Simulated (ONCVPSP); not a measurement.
**What the settings do to the ONCV potential of O**

Base potential:

```json
{
 "Element": "oxygen (O)",
 "Generator": "ONCVPSP 4.0.1",
 "Type": "optimised norm-conserving Vanderbilt (ONCV)",
 "Functional": "PW91",
 "Relativity": "scalar-relativistic",
 "Frozen core": "[He]",
 "Valence charge": "6",
 "Reference configuration": "2s1.5 2p4.5",
 "Partial waves": "2s: rc 0.65 bohr, ncon 4, nbas 7, qcut 9.6 1/bohr, 2 projectors, debl 3.7 Ha; 2p: rc 1.80 bohr, ncon 4, nbas 7, qcut 7.5 1/bohr, 2 projectors, debl 2 Ha; d scattering state at 0.06 Ha: rc 1.45 bohr, ncon 3, nbas 6, qcut 5.9 1/bohr, 1 projector",
 "Local potential": "polynomial inside 0.55 bohr (lpopt 5, dvloc0 6 Ha)",
 "Core correction": "Teter function, parameters optimised by the program"
}
```

All-electron outer shells of the reference configuration (PW91, scalar-relativistic, ld1.x):

```tsv
shell	level (eV)	outermost node (bohr)	outermost maximum (bohr)
1s	-515.45	–	0.13
2s	-24.24	0.28	0.87
2p	-9.32	–	0.82
```

Cutoffs, loose and tight: the cutoffs (Ha) at which the residual kinetic energy of the hardest occupied pseudo-wave falls to 1 and 0.1 mHa per electron. They do not see the model core or the augmentation charge, which bear on the density cutoff. Test errors are all-electron minus pseudo excitation energies from the reference, over the configurations 2s2 2p4; 2s2 2p3; 2s2 2p2; 2s1 2p5. A dash means not determined; rows that change the core or the reference have their own tests.

A true bound ghost makes a file unfit for plane-wave use even where its test errors are small: the radial tests pick states by their node count and pass the ghost by.

| change | outcome | cutoff, loose | cutoff, tight | bound ghosts | GHOST(+) flags above zero | largest test error (meV) |
| --- | --- | --- | --- | --- | --- | --- |
| base | generated | 42 Ha | 254 Ha | none | s | +680 |
| local potential polynomial inside 0.55 bohr (lpopt 5, dvloc0 -2 Ha) | generated | 42 Ha | 254 Ha | none | s, d | +680 |

(1) What comes out with this change to the base: all radii but the core radius scaled by about 0.92 (s 0.60, p 1.66, d 1.34 bohr); local potential polynomial inside 0.50 bohr (lpopt 5, dvloc0 6 Ha)?

(2) What comes out with this change to the base: s: qcut 8.8?

## Answers

(1) outcome: generated; cutoff, loose: 266 Ha; cutoff, tight: 344 Ha; bound ghosts: s; GHOST(+) flags above zero: none; largest test error (meV): +539.

(2) outcome: generated; cutoff, loose: 42 Ha; cutoff, tight: 241 Ha; bound ghosts: none; GHOST(+) flags above zero: s; largest test error (meV): +680.
